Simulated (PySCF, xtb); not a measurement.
C₃H₆BFO, SMILES C1CB(CF)O1.

GFN2-xTB (xtb 6.7.1) at its own geometry gives an orbital gap of 5.36 eV and a dipole moment of 2.27 D.

Geometry optimised at PBE0-D3(BJ)/def2-SVP. This is a generated structure with no PubChem entry under its InChIKey; it may be hypothetical. The values are those of a single conformer.

What does r2SCAN/def2-TZVP (PySCF) give? (The exact figures need the calculation; the answer reports its results.)

gap 6.47 eV (levels -7.06 and -0.59 eV), dipole 1.53 D.
